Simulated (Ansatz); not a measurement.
Stretching the Te1–I3 bond in HITe (SMILES [TeH]I) (multiplicity 1 held, fragments rigid). Energies count from the point at 2.725 Å.
Geometry at that point (charge 0, multiplicity 1):
| atom | x (Å) | y (Å) | z (Å) |
|---|---|---|---|
| Te | 0.4428 | 0.9083 | 0.9130 |
| H | 0.6954 | 2.0782 | -0.2443 |
| I | -0.4475 | -0.9304 | -0.8912 |

Signs of static correlation in def2-TZVPP, with CASSCF(6,4), from Ansatz (a quantum-chemistry and plane-wave program) runs.

```csv
R (Å),T1 of restricted CCSD,⟨S²⟩ of UHF,largest double amplitude of restricted CCSD
2.180,0.009,0.000,0.036
2.453,0.010,0.000,0.052
2.725,0.011,0.000,0.090
2.998,0.013,0.158,0.138
3.271,0.017,0.626,0.192
3.679,(withheld),0.894,0.298
4.088,0.041,1.004,0.419
4.770,0.061,1.022,(withheld)
5.451,0.070,1.022,0.722
6.269,0.071,1.022,0.784
7.359,0.069,1.022,0.811
8.722,0.066,1.022,0.821
```

### Question
Some entries are withheld; supply them.

### Answer

- 3.679, T1 of restricted CCSD: 0.027
- 4.770, largest double amplitude of restricted CCSD: 0.606

Doubts at one or more of the structures used: a restricted determinant that unrestricted orbitals would lower (R-CCSD(T)/def2-TZVPP); other coupled-cluster roots lie near (R-CCSD(T)/def2-TZVPP); T1 above 0.05 (R-CCSD(T)/def2-TZVPP, U-CCSD(T)/def2-TZVPP); a spin-contaminated determinant (U-CCSD(T)/def2-TZVPP); the program's own flag: other amplitudes (U-CCSD(T)/def2-TZVPP).
